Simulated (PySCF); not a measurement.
C5H7F, SMILES C=C(F)C(C)=C. The structure is a stationary point at PBE0-D3(BJ)/def2-SVP. One conformer was computed; it need not be the lowest.

Computed equilibrium geometry at PBE0-D3(BJ)/def2-SVP (PySCF confirms it by a frequency run) as a Z-matrix, and its point group (one conformer of several):
point group Cs.
```
C
C 1 1.3423
H 2 1.0909 1 121.24
H 2 1.0925 3 117.96 1 180.00
C 1 1.4673 2 119.76 3 0.00
C 5 1.3364 1 127.13 2 180.00
F 5 1.3385 6 118.76 1 180.00
H 6 1.0884 5 120.88 7 180.00
H 6 1.0907 8 118.99 5 180.00
C 1 1.4992 2 122.70 3 180.00
H 10 1.0978 1 110.73 2 0.00
H 10 1.1017 11 108.16 1 -122.13
H 10 1.1017 11 108.16 12 -115.75
```
